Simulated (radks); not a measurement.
Values are calculated unless marked as measured or tabulated.
Task: Coulomb parameter of the 3d shell of neutral cobalt in the model configuration [Ar] 3d5 4s2 4p2, as a second difference U = [E(n + 0.25) + E(n - 0.25) - 2 E(n)] / (0.25)^2 with all orbitals relaxed. "Bare": the charge of the atom changes with n. "Screened": the 4p shell takes up the change at fixed total charge, which measures U(3d,3d) + U(4p,4p) - 2 U(3d,4p). Level of theory: Dirac Kohn-Sham, PBEsol, spin-unpolarised, spherical densities, finite nucleus; open shells are shared between the two j in proportion to 2j + 1; Fermi nuclear charge, rms radius 3.7875 fm (a radial shooting solver on a logarithmic mesh with Libxc functionals). Estimate both.

Result: U(bare) = 15.145 eV, U(screened by 4p) = 6.799 eV, against the Slater integral F0(3d,3d) = 27.451 eV with frozen orbitals. The step up makes a negative ion, whose loosely bound charge lowers the bare value.
